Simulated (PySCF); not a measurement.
BaCl2, SMILES [Cl][Ba][Cl]. Atoms are numbered in the order given.

```xyz
3

Ba     0.0000     0.0000    -0.4592
Cl     0.0000     2.4571     0.7563
Cl     0.0000    -2.4571     0.7563
```

Geometry: B3LYP-D3(BJ)/def2-TZVP. The isomer is the one that the SMILES or the coordinates give; other isomers of the formula were not compared. The def2 effective core potentials stand for the cores of Ba; spin–orbit coupling is left out.

All values below come from PySCF with TDA-PBE/def2-SVPD.

Vertical excitations. Gas-phase values at a fixed geometry. State labels are in the subgroup C2v.

```
state  symmetry  energy (eV)  λ (nm)      f                              main pairs
-----  --------  -----------  ------  -----  --------------------------------------
S1           B2         3.85     322  0.002                         HOMO→LUMO 100 %
S2           B1         4.01     309  0.018                       HOMO−1→LUMO 100 %
S3           A1         4.02     308  0.001                       HOMO−2→LUMO 100 %
S4           A2         4.14     300  0.000                       HOMO−3→LUMO 100 %
S5           B2         4.27     290  0.019                       HOMO−4→LUMO 100 %
S6           A1         4.59     270  0.009                       HOMO−5→LUMO 100 %
S7           A2         4.65     267  0.000                       HOMO→LUMO+1 100 %
S8           B2         4.65     267  0.002                       HOMO→LUMO+2 100 %
S9           B1         4.79     259  0.001  HOMO−1→LUMO+2 58 %, HOMO−2→LUMO+1 42 %
S10          A1         4.79     259  0.001  HOMO−1→LUMO+1 54 %, HOMO−2→LUMO+2 46 %
T1           B2         3.82     325      0                         HOMO→LUMO 100 %
T2           B1         3.96     313      0                       HOMO−1→LUMO 100 %
T3           A1         3.98     312      0                       HOMO−2→LUMO 100 %
T4           A2         4.10     303      0                       HOMO−3→LUMO 100 %
```
Triplets are in the Tamm–Dancoff approximation.
